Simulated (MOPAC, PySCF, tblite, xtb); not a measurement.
Potential energy curve for MgCl, doublet.

Levels: GFN2-xTB, 300 K electronic temperature (tblite); GFN1-xTB (xtb); PM7, unrestricted, heats of formation (MOPAC); UCCSD(T) = CCSD(T) on UHF/cc-pVDZ, 6 core orbitals frozen (PySCF).

Energies relative to the lowest point of each curve near equilibrium, in eV; the last columns give the difference from UCCSD(T):

```json
[
 {"R / Å": "1.77", "GFN2-xTB": "1.478", "GFN1-xTB": "2.406", "PM7": "1.660", "UCCSD(T)": "2.384", "GFN2-xTB − UCCSD(T)": "-0.906", "GFN1-xTB − UCCSD(T)": "0.022", "PM7 − UCCSD(T)": "-0.724"},
 {"R / Å": "1.90", "GFN2-xTB": "0.467", "GFN1-xTB": "0.925", "PM7": "0.668", "UCCSD(T)": "1.006", "GFN2-xTB − UCCSD(T)": "-0.539", "GFN1-xTB − UCCSD(T)": "-0.081", "PM7 − UCCSD(T)": "-0.339"},
 {"R / Å": "2.00", "GFN2-xTB": "0.141", "GFN1-xTB": "0.383", "PM7": "0.248", "UCCSD(T)": "0.423", "GFN2-xTB − UCCSD(T)": "-0.282", "GFN1-xTB − UCCSD(T)": "-0.040", "PM7 − UCCSD(T)": "-0.175"},
 {"R / Å": "2.07", "GFN2-xTB": "0.038", "GFN1-xTB": "0.178", "PM7": "0.084", "UCCSD(T)": "0.186", "GFN2-xTB − UCCSD(T)": "-0.148", "GFN1-xTB − UCCSD(T)": "-0.008", "PM7 − UCCSD(T)": "-0.102"},
 {"R / Å": "2.14", "GFN2-xTB": "0.000", "GFN1-xTB": "0.063", "PM7": "0.000", "UCCSD(T)": "0.053", "GFN2-xTB − UCCSD(T)": "-0.053", "GFN1-xTB − UCCSD(T)": "0.010", "PM7 − UCCSD(T)": "-0.053"},
 {"R / Å": "2.21", "GFN2-xTB": "0.006", "GFN1-xTB": "0.010", "PM7": "1.470", "UCCSD(T)": "0.000", "GFN2-xTB − UCCSD(T)": "0.006", "GFN1-xTB − UCCSD(T)": "0.010", "PM7 − UCCSD(T)": "1.470"},
 {"R / Å": "2.28", "GFN2-xTB": "0.042", "GFN1-xTB": "0.000", "PM7": "1.581", "UCCSD(T)": "0.009", "GFN2-xTB − UCCSD(T)": "0.033", "GFN1-xTB − UCCSD(T)": "-0.009", "PM7 − UCCSD(T)": "1.572"},
 {"R / Å": "2.37", "GFN2-xTB": "0.120", "GFN1-xTB": "0.030", "PM7": "1.773", "UCCSD(T)": "0.088", "GFN2-xTB − UCCSD(T)": "0.033", "GFN1-xTB − UCCSD(T)": "-0.057", "PM7 − UCCSD(T)": "1.685"},
 {"R / Å": "2.44", "GFN2-xTB": "0.198", "GFN1-xTB": "0.077", "PM7": "1.948", "UCCSD(T)": "0.187", "GFN2-xTB − UCCSD(T)": "0.012", "GFN1-xTB − UCCSD(T)": "-0.109", "PM7 − UCCSD(T)": "1.762"},
 {"R / Å": "2.54", "GFN2-xTB": "0.329", "GFN1-xTB": "0.168", "PM7": "2.225", "UCCSD(T)": "0.367", "GFN2-xTB − UCCSD(T)": "-0.038", "GFN1-xTB − UCCSD(T)": "-0.199", "PM7 − UCCSD(T)": "1.858"},
 {"R / Å": "2.75", "GFN2-xTB": "0.648", "GFN1-xTB": "0.412", "PM7": "2.838", "UCCSD(T)": "0.825", "GFN2-xTB − UCCSD(T)": "-0.177", "GFN1-xTB − UCCSD(T)": "-0.413", "PM7 − UCCSD(T)": "2.013"},
 {"R / Å": "3.02", "GFN2-xTB": "1.092", "GFN1-xTB": "0.767", "PM7": "—", "UCCSD(T)": "1.446", "GFN2-xTB − UCCSD(T)": "-0.354", "GFN1-xTB − UCCSD(T)": "-0.679", "PM7 − UCCSD(T)": "—"},
 {"R / Å": "3.32", "GFN2-xTB": "1.569", "GFN1-xTB": "1.126", "PM7": "—", "UCCSD(T)": "2.061", "GFN2-xTB − UCCSD(T)": "-0.492", "GFN1-xTB − UCCSD(T)": "-0.935", "PM7 − UCCSD(T)": "—"}
]
```

GFN2-xTB is furthest from UCCSD(T) at 1.77 (-0.906 eV, below); its mean absolute difference over the points is 0.236 eV.

GFN1-xTB is furthest from UCCSD(T) at 3.32 (-0.935 eV, below); its mean absolute difference over the points is 0.198 eV.

PM7 is furthest from UCCSD(T) at 2.75 (2.013 eV, above); its mean absolute difference over the points is 1.068 eV.

Dashes: no converged value, or the column stops at the first point that the program doubted or that broke a chosen test of continuity, which isn't proof of a fault.

The scan ran from 1.77 to 8.85 Å; beyond the distances shown one of the unrestricted levels run for this scan, shown here or not, changes its spin distribution in one step.
